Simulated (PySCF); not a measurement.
Cartesian coordinates (Å):
SMILES: F[Si](F)[GeH3]
```xyz
7

F      2.0544    -1.2362    -0.2561
Si     1.3645     0.1873    -0.5074
F      2.0264     1.1780     0.5630
Ge    -0.9860    -0.0056    -0.0166
H     -1.2100    -0.5046     1.4179
H     -1.6363     1.3700    -0.1916
H     -1.6130    -0.9889    -1.0093
```
Charge 0, spin multiplicity 2.

### Question
Give the highest occupied spin orbital, dipole moment and total energy at the level PySCF with r2SCAN-D4/def2-TZVP.

### Answer

```yaml
highest_occupied_spin_orbital: -5.60 eV
dipole_moment: 1.53 D
total_energy: -69880.28 eV
```
